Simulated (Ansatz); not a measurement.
C$_{2}$H$_{4}$FNSi (`FC1=N[SiH2]C1`), relaxed with RKS PBE0-D4/def2-TZVP in Ansatz from a PBE-D4/def2-SVP geometry. The force threshold is 0.005 eV/Å; the program also tests the step.

The species carries charge 0 and has multiplicity 1.

Start:

```xyz
9

F    -2.395   -0.329   -0.347
C    -1.069   -0.383   -0.154
N    -0.418   -1.485   -0.054
Si    1.079   -0.483    0.159
C    -0.250    0.887   -0.040
H     1.729   -0.615    1.503
H     2.083   -0.625   -0.946
H    -0.251    1.514   -0.955
H    -0.510    1.520    0.833
```

```csv
step,energy (eV),largest force (eV/Å),largest move (Å)
1,-14215.9111,1.103,0.000
2,-14215.9552,0.382,0.018
3,-14215.9632,0.052,0.013
4,-14215.9633,0.025,0.001
5,-14215.9633,0.009,0.001
6,-14215.9633,0.001,0.000
```

End:

```xyz
9

F    -2.368   -0.328   -0.342
C    -1.054   -0.379   -0.151
N    -0.407   -1.462   -0.053
Si    1.061   -0.476    0.156
C    -0.243    0.883   -0.039
H     1.708   -0.610    1.483
H     2.058   -0.620   -0.932
H    -0.249    1.493   -0.943
H    -0.505    1.500    0.822
```

Run time 32 s (2 threads of an Arm Neoverse V1 on a shared host); peak host memory 0.43 GiB.
